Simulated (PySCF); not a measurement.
Computed shifts of a molecule C₂H₄BFO₂, PySCF with PBE/pcSseg-1, GIAO, gas phase, equivalent atoms averaged, in ppm (number of nuclei): ¹⁹F: -140.1 (1). ¹³C: 105.7 (1), 57.8 (1). ¹H: 5.83 (2), 3.90 (1), 3.74 (1). References: ¹⁹F against CFCl3 (σ = 133.6 ppm); ¹¹B against BF3 (σ = 83.9 ppm); ¹³C against TMS (σ = 182.0 ppm); ¹⁷O against H2O (σ = 334.3 ppm); ¹H against TMS (σ = 31.49 ppm), references at their B3LYP-D3(BJ)/def2-TZVP geometries, non-relativistic. Geometry optimised at PBE0-D3(BJ)/def2-SVP. One conformer was computed; it need not be the lowest.

Task: Identify the compound among the candidates.
(A) FB1OCCO1
(B) FCB1OCO1
(C) C=C(F)B(O)O
(D) FB1COCO1

Result: D, FB1COCO1
